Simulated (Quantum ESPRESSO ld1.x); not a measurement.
The numbers below are computed, except where a source is named.
Task: All-electron atom: Cs4+ in [Kr] 4d10 5s2 5p3. Level of theory: scalar-relativistic Kohn-Sham, BLYP, spin-unpolarised, spherical densities, point nucleus (ld1.x of Quantum ESPRESSO 7.5). Some entries of the table are withheld. Estimate them.

orbital  occ.  eigenvalue (eV)  <r> (bohr)  <1/r> (bohr^-1)
1s          2       -35849.685     0.02611            59.40
2s          2        -5660.468      0.1121            13.64
2p          6        -5082.538         (1)            13.00
3s          2        -1211.120      0.2991            4.917
3p          6        -1025.175      0.2970            4.668
3d         10         -752.185      0.2735            4.423
4s          2         -263.331      0.6940              (2)
4p          6         -203.808      0.7383              (3)
4d         10         -117.100      0.8318            1.591
5s          2              (4)       1.638           0.8045
5p          3          -50.775       1.858           0.7013

Result: 
(1) 2p <r> (bohr): 0.09820
(2) 4s <1/r> (bohr^-1): 2.020
(3) 4p <1/r> (bohr^-1): 1.858
(4) 5s eigenvalue (eV): -65.874
